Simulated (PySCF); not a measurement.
**Zn: interval between two levels**

Zn [Ar] 3d10 4s2 → Zn [Ar] 3d9 4s2 5s1 [3D3, M_J = 3], as a difference of total energies. Computed with PySCF 2.14 in x2c-TZVPall-2c with one added diffuse shell each of s, p, d type (7s8p5d1f, 63 functions), with the two-component X2C-1e Hamiltonian. Correlated levels: [Ne] frozen; the 6 highest virtual spinors dropped. "Screened" scales the spin-orbit matrix elements by Boettger's factors to mimic the two-electron term; Breit and QED terms are absent.

| method | interval between two levels (cm⁻¹) |
| --- | --- |
| GHF (spin-free) | 97019 |
| GMP2 (spin-free) | 119730 |
| GHF (screened spin-orbit) | 95867 |
| GMP2 (screened spin-orbit) | 118570 |

The labels give the starting determinants; with spin-orbit coupling the two ends relaxed to ⟨J²⟩ = 0.00, ⟨L²⟩ = 0.00, ⟨S²⟩ = 0.00 and ⟨J²⟩ = 12.01, ⟨L²⟩ = 6.01, ⟨S²⟩ = 2.00.

The promoted electron is Rydberg-like, and one or two diffuse shells describe it only roughly, which tends to raise the upper state.
